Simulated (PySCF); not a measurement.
Antimony: a sound run and one with changed settings

Sound run: Sb [Kr] 4d10 5s2 5p3, Sb⁺ [Kr] 4d10 5s2 5p2. Computed with PySCF 2.14 in aug-cc-pVDZ-PP with ECP28MDF, with a scalar-relativistic core potential. In the sound run the correlated levels freeze 4s2 4p6 4d10 outside the core potential. The sound run starts from symmetry-adapted Hartree-Fock orbitals and uses a fine grid where one is needed.

A second run was set up differently.

```
species   method  sound run (hartree)  changed run (hartree)  converged
     Sb      MP2           -239.32106             -239.28431        yes
     Sb  CCSD(T)           -239.33512             -239.28879        yes
    Sb⁺      MP2           -238.99352             -238.96087        yes
    Sb⁺  CCSD(T)           -239.00839             -238.96261        yes
```

Ionisation energy of Sb:

```csv
method,sound run (eV),changed run (eV)
UHF,8.598,8.598
MP2,8.913,8.801
SCS-MP2,8.804,8.666
CCSD,8.882,8.875
CCSD(T),8.891,8.876
```

(1) What was changed?
A. a valence shell is frozen
B. level shift left on
C. minimal basis
D. basis contracted for another Hamiltonian

Results:

(1) A. Freezing a valence shell removes pair correlation that changes on ionisation.
